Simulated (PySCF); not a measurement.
## Worked example: chemical shift, span and skew from a shielding tensor

Si(F)(SH)3 (FH3S3Si), SMILES F[Si](S)(S)S. Atoms are numbered in the order given.

```xyz
8

F      0.0000     0.0000     1.8772
Si     0.0000     0.0000     0.2509
S     -1.9040     0.6340    -0.4461
S      1.5010     1.3319    -0.4461
S      0.4030    -1.9659    -0.4461
H     -2.5800    -0.2427     0.3346
H      1.0798     2.3557     0.3346
H      1.5002    -2.1130     0.3346
```

The structure is a stationary point at r2SCAN-D4/def2-SVP. This is a generated structure with no PubChem entry under its InChIKey; it may be hypothetical. One conformer was computed; it need not be the lowest.

GIAO shieldings from PBE/pcSseg-1 (PySCF), non-relativistic, no solvent. The symmetric part of the tensor of F1 has the principal values 203.4, 203.4, 275.0 ppm. The same nucleus in CFCl3 has σ = 133.6 ppm at this level (PySCF, at its B3LYP-D3(BJ)/def2-TZVP geometry).

Problem. Work out the isotropic shielding, the ¹⁹F shift against CFCl3, the span and the skew.

Solution. 
σ(iso) = (σ11 + σ22 + σ33)/3 = 227.3 ppm. δ = σ(ref) − σ(iso) = 133.6 − (227.3) = -93.7 ppm.
Span Ω = σ33 − σ11 = 71.6 ppm. Skew κ = 3(σ(iso) − σ22)/Ω = 1.00, an axial tensor. Tumbling in solution averages the tensor to δ; in a static solid the shielding alone would spread this spin-1/2 line over Ω.
